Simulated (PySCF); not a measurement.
Dissociation curve of SMILES [Li][CH3]. The C1–Li5 bond (C1 also carries H, H, H; Li5 carries nothing else) is pulled apart rigidly from the PBE0/def2-TZVP optimised geometry.

Computed with: UKS-B3LYP/6-31G* = unrestricted B3LYP/6-31G*, spherical d in PySCF; UHF/LANL2DZ = PySCF 2.14.0 with unrestricted Hartree-Fock/LANL2DZ; RKS-B3LYP/6-31G* = restricted B3LYP/6-31G*, spherical d (PySCF 2.14.0); UCCSD(T) = CCSD(T) on UHF/def2-TZVP, 1 core orbital frozen run with PySCF 2.14.0.

Energies relative to the lowest point of each curve near equilibrium, in kJ/mol; the last columns give the difference from UCCSD(T):

| R / Å | UKS-B3LYP/6-31G* | UHF/LANL2DZ | RKS-B3LYP/6-31G* | UCCSD(T) | UKS-B3LYP/6-31G* − UCCSD(T) | UHF/LANL2DZ − UCCSD(T) | RKS-B3LYP/6-31G* − UCCSD(T) |
|---|---|---|---|---|---|---|---|
| 1.47 | 183.5 | 211.6 | 183.5 | 177.8 | 5.7 | 33.7 | 5.7 |
| 1.57 | 101.2 | 120.3 | 101.2 | 98.3 | 2.9 | 22.0 | 2.9 |
| 1.66 | 53.6 | 66.5 | 53.6 | 52.2 | 1.4 | 14.3 | 1.4 |
| 1.79 | 15.4 | 21.6 | 15.4 | 15.0 | 0.4 | 6.6 | 0.4 |
| 1.83 | 8.9 | 13.6 | 8.9 | 8.8 | 0.2 | 4.8 | 0.2 |
| 1.90 | 2.1 | 4.5 | 2.1 | 2.1 | 0.0 | 2.4 | 0.0 |
| 1.96 | 0.0 | 0.8 | 0.0 | 0.0 | 0.0 | 0.8 | 0.0 |
| 2.00 | 0.1 | 0.0 | 0.1 | 0.1 | 0.0 | -0.1 | 0.0 |
| 2.06 | 2.2 | 1.0 | 2.2 | 2.1 | 0.1 | -1.1 | 0.1 |
| 2.14 | 7.7 | 5.6 | 7.7 | 7.4 | 0.3 | -1.9 | 0.3 |
| 2.27 | 21.5 | 18.7 | 21.5 | 20.8 | 0.7 | -2.1 | 0.7 |
| 2.42 | 41.7 | 39.5 | 41.7 | 40.5 | 1.2 | -1.0 | 1.2 |
| 2.67 | 79.2 | 74.2 | 79.2 | 79.8 | -0.6 | -5.6 | -0.6 |
| 2.98 | 124.8 | 92.8 | 124.9 | 126.6 | -1.8 | -33.8 | -1.8 |
| 3.26 | 157.2 | 101.7 | 161.9 | 162.7 | -5.5 | -61.0 | -0.8 |
| 3.52 | 179.0 | 106.7 | 192.2 | 190.2 | -11.2 | -83.6 | 1.9 |
| 3.91 | 201.0 | 110.8 | 230.3 | 215.8 | -14.8 | -104.9 | 14.5 |
| 4.27 | 213.5 | 112.8 | 258.7 | 225.7 | -12.2 | -112.9 | 33.0 |
| 4.83 | 224.3 | 114.1 | 292.1 | 231.0 | -6.8 | -117.0 | 61.1 |
| 5.28 | 228.5 | 114.5 | 311.7 | 232.5 | -4.0 | -118.0 | 79.2 |
| 5.85 | 231.0 | 114.7 | 329.6 | 233.2 | -2.2 | -118.5 | 96.4 |
| 6.82 | 232.4 | 114.8 | 347.7 | 233.5 | -1.2 | -118.7 | 114.1 |

UKS-B3LYP/6-31G* is furthest from UCCSD(T) at 3.91 (-14.8 kJ/mol, below); its mean absolute difference over the points is 3.3 kJ/mol.

UHF/LANL2DZ is furthest from UCCSD(T) at 6.82 (-118.7 kJ/mol, below); its mean absolute difference over the points is 43.8 kJ/mol.

RKS-B3LYP/6-31G* is furthest from UCCSD(T) at 6.82 (114.1 kJ/mol, above); its mean absolute difference over the points is 18.9 kJ/mol.

The unrestricted determinant behind UKS-B3LYP/6-31G* is spin-contaminated at 2.98 to 6.82 Å (<S²> up to 1.0, against 0.00 for a pure singlet). The unrestricted determinant behind UHF/LANL2DZ, UCCSD(T) is spin-contaminated at 2.67 to 6.82 Å (<S²> up to 1.0, against 0.00 for a pure singlet). The restricted form behind RKS-B3LYP/6-31G* keeps the bonding electrons paired and can't separate into open-shell fragments.
